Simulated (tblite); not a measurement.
A geometry optimisation, step by step.

Species: C3H7ClF4Si2.
SMILES with atom numbers: `[F:1][C@H:2]([SiH2:3][CH2:4][Cl:5])[SiH2:6][C:7]([F:8])([F:9])[F:10]` (hydrogens: H11 on C2; H12, H13 on Si3; H14, H15 on C4; H16, H17 on Si6)

Computed with GFN2-xTB (tblite), gas phase: L-BFGS steps from a force-field or distance-geometry start until the largest atomic force falls under 0.01 eV/Å. 9 of its 148 geometries are shown.

Step 0: E = -1003.7704 eV, largest atomic force 2.312 eV/Å
```
atom  x, y, z in Å  |  force x, y, z in eV/Å
F1     -0.087   -1.462   -1.653   -0.087  -0.008  -0.240
C2     -0.073   -0.498   -0.654   -0.010   0.600  -0.516
Si3     1.604   -0.607    0.154    1.376  -1.111   0.021
C4      2.363    1.066    0.493   -0.162   0.898   0.568
Cl5     4.048    0.996   -0.050    0.209   0.181  -0.007
Si6    -1.498   -0.840    0.473   -0.400  -2.272   0.158
C7     -2.553    0.675    0.794   -0.642   0.118   0.346
F8     -1.779    1.774    1.104   -1.470  -0.604  -0.234
F9     -3.394    0.337    1.848    0.676   1.199  -1.033
F10    -3.340    0.896   -0.314    0.606   0.566   1.349
H11    -0.183    0.481   -1.125   -0.031  -0.030  -0.434
H12     1.630   -1.437    1.357   -0.150   0.018   0.117
H13     2.487   -1.258   -0.819   -0.148  -0.051  -0.074
H14     2.391    1.287    1.572   -0.016   0.129  -0.453
H15     1.860    1.886   -0.038    0.313  -0.114   0.236
H16    -2.386   -1.789   -0.220   -0.030   0.203   0.046
H17    -1.096   -1.496    1.718   -0.034   0.277   0.149
```

Step 18: E = -1004.3101 eV, largest atomic force 0.105 eV/Å
```
atom  x, y, z in Å  |  force x, y, z in eV/Å
F1     -0.079   -1.463   -1.705    0.011   0.044   0.031
C2     -0.059   -0.533   -0.652   -0.078  -0.023   0.067
Si3     1.723   -0.657    0.111   -0.077   0.015  -0.032
C4      2.405    1.089    0.500   -0.003  -0.028  -0.005
Cl5     4.131    1.163    0.029   -0.014  -0.007   0.014
Si6    -1.562   -0.993    0.454   -0.005   0.055   0.006
C7     -2.589    0.635    0.811    0.084  -0.051  -0.027
F8     -1.800    1.693    1.105   -0.001  -0.002  -0.010
F9     -3.431    0.496    1.853    0.023   0.007  -0.035
F10    -3.345    1.011   -0.239    0.024   0.026   0.036
H11    -0.210    0.439   -1.138    0.013  -0.057  -0.019
H12     1.636   -1.435    1.350    0.031  -0.016   0.019
H13     2.537   -1.322   -0.895    0.050  -0.005  -0.063
H14     2.379    1.315    1.563   -0.049   0.047   0.014
H15     1.903    1.889   -0.039    0.007   0.015   0.005
H16    -2.493   -1.865   -0.250    0.009  -0.004   0.000
H17    -1.152   -1.449    1.781   -0.026  -0.017  -0.001
```

Step 37: E = -1004.3614 eV, largest atomic force 0.200 eV/Å
```
atom  x, y, z in Å  |  force x, y, z in eV/Å
F1     -0.092   -1.650   -1.611   -0.029  -0.054   0.063
C2     -0.098   -0.675   -0.598   -0.034  -0.014  -0.044
Si3     1.730   -0.643    0.042   -0.033   0.072  -0.077
C4      2.228    1.138    0.493    0.099   0.133   0.112
Cl5     4.021    1.167    0.450   -0.067   0.046  -0.004
Si6    -1.612   -1.079    0.508   -0.021   0.107  -0.039
C7     -2.408    0.682    0.826   -0.017  -0.006  -0.014
F8     -1.459    1.603    1.131   -0.061  -0.049   0.046
F9     -3.297    0.701    1.837    0.106   0.001  -0.001
F10    -3.059    1.171   -0.246    0.039  -0.018  -0.030
H11    -0.291    0.262   -1.137   -0.018  -0.020   0.005
H12     1.931   -1.539    1.178   -0.061  -0.016   0.037
H13     2.513   -1.026   -1.124    0.071  -0.081  -0.074
H14     1.958    1.454    1.496   -0.097  -0.044   0.051
H15     1.877    1.902   -0.199    0.065  -0.066  -0.036
H16    -2.574   -1.860   -0.259   -0.060   0.031   0.014
H17    -1.373   -1.593    1.853    0.117  -0.020  -0.010
```

Step 55: E = -1004.4596 eV, largest atomic force 0.125 eV/Å
```
atom  x, y, z in Å  |  force x, y, z in eV/Å
F1     -0.098   -2.012   -1.481    0.006   0.059   0.020
C2     -0.141   -0.841   -0.707    0.055   0.062   0.012
Si3     1.690   -0.593   -0.107   -0.048   0.086  -0.001
C4      2.016    1.187    0.509    0.035   0.031   0.058
Cl5     3.721    1.252    1.063   -0.081  -0.054  -0.031
Si6    -1.570   -1.074    0.539    0.009  -0.028  -0.071
C7     -2.151    0.755    0.885    0.012   0.038   0.087
F8     -1.162    1.589    1.277    0.097  -0.021  -0.010
F9     -3.095    0.847    1.838   -0.054  -0.013  -0.068
F10    -2.669    1.308   -0.234   -0.012  -0.023   0.112
H11    -0.413   -0.044   -1.412    0.043  -0.088  -0.047
H12     1.939   -1.556    0.966   -0.002   0.010   0.025
H13     2.513   -0.852   -1.286    0.059  -0.001  -0.033
H14     1.410    1.493    1.359   -0.014  -0.053  -0.022
H15     1.927    1.953   -0.259   -0.043  -0.066  -0.031
H16    -2.744   -1.663   -0.092   -0.050  -0.061  -0.022
H17    -1.181   -1.736    1.782   -0.012   0.123   0.021
```

Step 74: E = -1004.4830 eV, largest atomic force 0.032 eV/Å
```
atom  x, y, z in Å  |  force x, y, z in eV/Å
F1     -0.077   -2.079   -1.461    0.004  -0.028  -0.013
C2     -0.135   -0.866   -0.759    0.012   0.016   0.019
Si3     1.678   -0.588   -0.131    0.013   0.001   0.007
C4      1.959    1.185    0.510    0.005  -0.015  -0.011
Cl5     3.642    1.226    1.110   -0.009   0.011   0.002
Si6    -1.558   -1.051    0.502   -0.013   0.010   0.008
C7     -2.120    0.771    0.903    0.006   0.012  -0.001
F8     -1.106    1.550    1.344   -0.010   0.000   0.022
F9     -3.070    0.827    1.853   -0.005   0.007  -0.009
F10    -2.623    1.405   -0.175   -0.002  -0.002   0.006
H11    -0.395   -0.122   -1.521   -0.003   0.005  -0.016
H12     1.909   -1.540    0.956    0.001  -0.009  -0.001
H13     2.552   -0.829   -1.278    0.009  -0.002  -0.009
H14     1.321    1.472    1.341    0.012  -0.003   0.029
H15     1.887    1.951   -0.257   -0.011   0.008  -0.026
H16    -2.739   -1.684   -0.079    0.001  -0.006   0.002
H17    -1.133   -1.615    1.781   -0.009  -0.003  -0.009
```

Step 92: E = -1004.4867 eV, largest atomic force 0.063 eV/Å
```
atom  x, y, z in Å  |  force x, y, z in eV/Å
F1     -0.068   -2.125   -1.414   -0.011  -0.036  -0.026
C2     -0.116   -0.887   -0.757   -0.011   0.018   0.018
Si3     1.697   -0.606   -0.139    0.016   0.058   0.020
C4      1.933    1.174    0.502   -0.025  -0.011   0.007
Cl5     3.625    1.291    1.066   -0.008   0.006  -0.012
Si6    -1.554   -1.025    0.496   -0.017  -0.035   0.022
C7     -2.109    0.795    0.921   -0.017  -0.002   0.001
F8     -1.124    1.549    1.460   -0.003  -0.013  -0.013
F9     -3.118    0.819    1.809   -0.010   0.002   0.001
F10    -2.543    1.474   -0.161    0.035  -0.004   0.010
H11    -0.362   -0.168   -1.546   -0.021   0.007  -0.017
H12     1.942   -1.577    0.927    0.010   0.001   0.031
H13     2.574   -0.816   -1.289    0.015  -0.015  -0.034
H14     1.304    1.433    1.349    0.021  -0.001  -0.003
H15     1.806    1.937   -0.264    0.011  -0.017   0.019
H16    -2.741   -1.641   -0.095    0.023   0.019   0.006
H17    -1.153   -1.614    1.774   -0.008   0.023  -0.029
```

Step 110: E = -1004.4923 eV, largest atomic force 0.056 eV/Å
```
atom  x, y, z in Å  |  force x, y, z in eV/Å
F1     -0.071   -2.191   -1.363    0.002   0.001  -0.001
C2     -0.115   -0.929   -0.748    0.005   0.002   0.023
Si3     1.700   -0.605   -0.157    0.038   0.023   0.034
C4      1.885    1.173    0.500    0.008   0.004  -0.014
Cl5     3.598    1.368    0.970   -0.021  -0.002  -0.012
Si6    -1.561   -1.024    0.500    0.000  -0.011  -0.008
C7     -2.066    0.809    0.940    0.008  -0.004  -0.009
F8     -1.126    1.474    1.648   -0.025  -0.036   0.007
F9     -3.190    0.856    1.677    0.031   0.017  -0.017
F10    -2.298    1.564   -0.154    0.007  -0.011   0.006
H11    -0.358   -0.238   -1.564   -0.043   0.000   0.000
H12     2.018   -1.540    0.922   -0.029  -0.047   0.009
H13     2.554   -0.802   -1.326    0.015   0.010  -0.015
H14     1.295    1.377    1.390    0.017   0.030  -0.019
H15     1.677    1.942   -0.241   -0.006   0.002   0.027
H16    -2.755   -1.587   -0.129    0.005   0.002   0.032
H17    -1.194   -1.637    1.776   -0.012   0.020  -0.042
```

Step 129: E = -1004.5085 eV, largest atomic force 0.051 eV/Å
```
atom  x, y, z in Å  |  force x, y, z in eV/Å
F1     -0.029   -2.286   -1.301   -0.026   0.001   0.028
C2     -0.149   -1.001   -0.750    0.009  -0.028   0.007
Si3     1.650   -0.564   -0.168   -0.017   0.025   0.005
C4      1.788    1.214    0.506   -0.035  -0.002  -0.004
Cl5     3.528    1.476    0.815    0.001   0.014   0.006
Si6    -1.592   -1.068    0.503    0.034  -0.004  -0.013
C7     -1.926    0.800    0.956    0.048   0.004  -0.011
F8     -1.138    1.248    1.958   -0.038  -0.028  -0.020
F9     -3.192    1.025    1.346    0.010   0.024  -0.002
F10    -1.694    1.631   -0.086   -0.015   0.020   0.023
H11    -0.429   -0.370   -1.602   -0.001   0.036   0.006
H12     2.002   -1.522    0.879    0.005   0.000   0.014
H13     2.503   -0.685   -1.350    0.005  -0.011  -0.011
H14     1.280    1.387    1.452    0.007  -0.028  -0.024
H15     1.475    1.984   -0.197    0.003  -0.009   0.000
H16    -2.841   -1.545   -0.087    0.009  -0.004  -0.002
H17    -1.243   -1.712    1.766    0.000  -0.011  -0.001
```

Step 147: E = -1004.5140 eV, largest atomic force 0.010 eV/Å
```
atom  x, y, z in Å  |  force x, y, z in eV/Å
F1     -0.038   -2.336   -1.261   -0.003   0.001  -0.006
C2     -0.144   -1.034   -0.751   -0.002   0.007   0.004
Si3     1.653   -0.569   -0.187    0.000  -0.006   0.002
C4      1.725    1.210    0.490    0.001   0.002   0.000
Cl5     3.453    1.561    0.781   -0.006   0.006  -0.001
Si6    -1.587   -1.060    0.501   -0.002  -0.004   0.002
C7     -1.867    0.814    0.976    0.006   0.001   0.006
F8     -1.175    1.174    2.078    0.000  -0.004   0.000
F9     -3.153    1.107    1.232    0.006  -0.006  -0.005
F10    -1.472    1.668    0.004   -0.001   0.002  -0.003
H11    -0.424   -0.423   -1.618    0.004   0.003  -0.003
H12     2.038   -1.512    0.863   -0.001  -0.003   0.000
H13     2.502   -0.671   -1.374   -0.003  -0.004   0.003
H14     1.222    1.343    1.445    0.001   0.005  -0.003
H15     1.363    1.968   -0.200    0.002   0.000   0.000
H16    -2.846   -1.499   -0.096    0.000   0.000   0.002
H17    -1.257   -1.731    1.755   -0.002   0.002   0.000
```

Task: Summarise the path.

Result: The energy falls by 0.7436 eV from step 0 to step 147; nine tenths of that is first reached at step 52. It rises by more than 0.2 meV at steps 40 and 114. The largest force goes from 2.312 to 0.010 eV/Å. Among the bonds Si6–C7 changes most, from 1.874 to 1.953 Å; the atoms move by 0.934 Å rms after alignment.

Task: Follow the three bonds and two angles with the largest change from start to end.

Result: 
```json
{"step": "0", "E above end (eV)": "0.7436", "largest force (eV/Å)": "2.312", "Si6–C7 (Å)": "1.874", "C2–Si3 (Å)": "1.864", "C2–Si6 (Å)": "1.849", "C2–Si6–C7 (°)": "112.9", "H16–Si6–H17 (°)": "106.1"}
{"step": "6", "E above end (eV)": "0.2550", "largest force (eV/Å)": "0.284", "Si6–C7 (Å)": "1.948", "C2–Si3 (Å)": "1.924", "C2–Si6 (Å)": "1.903", "C2–Si6–C7 (°)": "107.9", "H16–Si6–H17 (°)": "114.7"}
{"step": "13", "E above end (eV)": "0.2125", "largest force (eV/Å)": "0.123", "Si6–C7 (Å)": "1.948", "C2–Si3 (Å)": "1.939", "C2–Si6 (Å)": "1.913", "C2–Si6–C7 (°)": "109.1", "H16–Si6–H17 (°)": "115.4"}
{"step": "19", "E above end (eV)": "0.2026", "largest force (eV/Å)": "0.113", "Si6–C7 (Å)": "1.953", "C2–Si3 (Å)": "1.946", "C2–Si6 (Å)": "1.922", "C2–Si6–C7 (°)": "108.2", "H16–Si6–H17 (°)": "115.5"}
{"step": "26", "E above end (eV)": "0.1928", "largest force (eV/Å)": "0.160", "Si6–C7 (Å)": "1.957", "C2–Si3 (Å)": "1.934", "C2–Si6 (Å)": "1.914", "C2–Si6–C7 (°)": "106.9", "H16–Si6–H17 (°)": "114.4"}
{"step": "32", "E above end (eV)": "0.1762", "largest force (eV/Å)": "0.146", "Si6–C7 (Å)": "1.950", "C2–Si3 (Å)": "1.944", "C2–Si6 (Å)": "1.916", "C2–Si6–C7 (°)": "105.6", "H16–Si6–H17 (°)": "113.4"}
{"step": "38", "E above end (eV)": "0.1475", "largest force (eV/Å)": "0.169", "Si6–C7 (Å)": "1.954", "C2–Si3 (Å)": "1.940", "C2–Si6 (Å)": "1.920", "C2–Si6–C7 (°)": "102.5", "H16–Si6–H17 (°)": "113.9"}
{"step": "45", "E above end (eV)": "0.1106", "largest force (eV/Å)": "0.173", "Si6–C7 (Å)": "1.947", "C2–Si3 (Å)": "1.934", "C2–Si6 (Å)": "1.910", "C2–Si6–C7 (°)": "101.6", "H16–Si6–H17 (°)": "116.2"}
{"step": "51", "E above end (eV)": "0.0763", "largest force (eV/Å)": "0.215", "Si6–C7 (Å)": "1.957", "C2–Si3 (Å)": "1.938", "C2–Si6 (Å)": "1.911", "C2–Si6–C7 (°)": "101.8", "H16–Si6–H17 (°)": "117.1"}
{"step": "58", "E above end (eV)": "0.0449", "largest force (eV/Å)": "0.110", "Si6–C7 (Å)": "1.953", "C2–Si3 (Å)": "1.941", "C2–Si6 (Å)": "1.914", "C2–Si6–C7 (°)": "103.4", "H16–Si6–H17 (°)": "112.3"}
{"step": "64", "E above end (eV)": "0.0355", "largest force (eV/Å)": "0.054", "Si6–C7 (Å)": "1.947", "C2–Si3 (Å)": "1.941", "C2–Si6 (Å)": "1.913", "C2–Si6–C7 (°)": "104.0", "H16–Si6–H17 (°)": "112.8"}
{"step": "70", "E above end (eV)": "0.0316", "largest force (eV/Å)": "0.031", "Si6–C7 (Å)": "1.948", "C2–Si3 (Å)": "1.939", "C2–Si6 (Å)": "1.912", "C2–Si6–C7 (°)": "104.9", "H16–Si6–H17 (°)": "114.6"}
{"step": "77", "E above end (eV)": "0.0305", "largest force (eV/Å)": "0.027", "Si6–C7 (Å)": "1.950", "C2–Si3 (Å)": "1.939", "C2–Si6 (Å)": "1.912", "C2–Si6–C7 (°)": "105.3", "H16–Si6–H17 (°)": "114.6"}
{"step": "83", "E above end (eV)": "0.0298", "largest force (eV/Å)": "0.030", "Si6–C7 (Å)": "1.950", "C2–Si3 (Å)": "1.939", "C2–Si6 (Å)": "1.911", "C2–Si6–C7 (°)": "105.7", "H16–Si6–H17 (°)": "114.2"}
{"step": "89", "E above end (eV)": "0.0285", "largest force (eV/Å)": "0.028", "Si6–C7 (Å)": "1.949", "C2–Si3 (Å)": "1.938", "C2–Si6 (Å)": "1.912", "C2–Si6–C7 (°)": "106.5", "H16–Si6–H17 (°)": "113.5"}
{"step": "96", "E above end (eV)": "0.0263", "largest force (eV/Å)": "0.033", "Si6–C7 (Å)": "1.951", "C2–Si3 (Å)": "1.939", "C2–Si6 (Å)": "1.913", "C2–Si6–C7 (°)": "107.1", "H16–Si6–H17 (°)": "114.5"}
{"step": "102", "E above end (eV)": "0.0250", "largest force (eV/Å)": "0.040", "Si6–C7 (Å)": "1.949", "C2–Si3 (Å)": "1.939", "C2–Si6 (Å)": "1.912", "C2–Si6–C7 (°)": "107.5", "H16–Si6–H17 (°)": "114.7"}
{"step": "109", "E above end (eV)": "0.0224", "largest force (eV/Å)": "0.053", "Si6–C7 (Å)": "1.951", "C2–Si3 (Å)": "1.938", "C2–Si6 (Å)": "1.912", "C2–Si6–C7 (°)": "107.4", "H16–Si6–H17 (°)": "114.6"}
{"step": "115", "E above end (eV)": "0.0178", "largest force (eV/Å)": "0.049", "Si6–C7 (Å)": "1.951", "C2–Si3 (Å)": "1.939", "C2–Si6 (Å)": "1.910", "C2–Si6–C7 (°)": "106.3", "H16–Si6–H17 (°)": "114.3"}
{"step": "121", "E above end (eV)": "0.0098", "largest force (eV/Å)": "0.064", "Si6–C7 (Å)": "1.951", "C2–Si3 (Å)": "1.937", "C2–Si6 (Å)": "1.910", "C2–Si6–C7 (°)": "105.5", "H16–Si6–H17 (°)": "114.1"}
{"step": "128", "E above end (eV)": "0.0060", "largest force (eV/Å)": "0.067", "Si6–C7 (Å)": "1.951", "C2–Si3 (Å)": "1.942", "C2–Si6 (Å)": "1.912", "C2–Si6–C7 (°)": "104.2", "H16–Si6–H17 (°)": "114.4"}
{"step": "134", "E above end (eV)": "0.0037", "largest force (eV/Å)": "0.056", "Si6–C7 (Å)": "1.951", "C2–Si3 (Å)": "1.942", "C2–Si6 (Å)": "1.910", "C2–Si6–C7 (°)": "104.2", "H16–Si6–H17 (°)": "113.9"}
{"step": "141", "E above end (eV)": "0.0009", "largest force (eV/Å)": "0.040", "Si6–C7 (Å)": "1.952", "C2–Si3 (Å)": "1.941", "C2–Si6 (Å)": "1.910", "C2–Si6–C7 (°)": "104.7", "H16–Si6–H17 (°)": "114.0"}
{"step": "147", "E above end (eV)": "0.0000", "largest force (eV/Å)": "0.010", "Si6–C7 (Å)": "1.953", "C2–Si3 (Å)": "1.940", "C2–Si6 (Å)": "1.910", "C2–Si6–C7 (°)": "104.8", "H16–Si6–H17 (°)": "114.1"}
```

The cost below is that of the whole relaxation. Time: 2.8 s wall. Hardware: an Arm Neoverse N1 with one thread, no GPU (shared host).
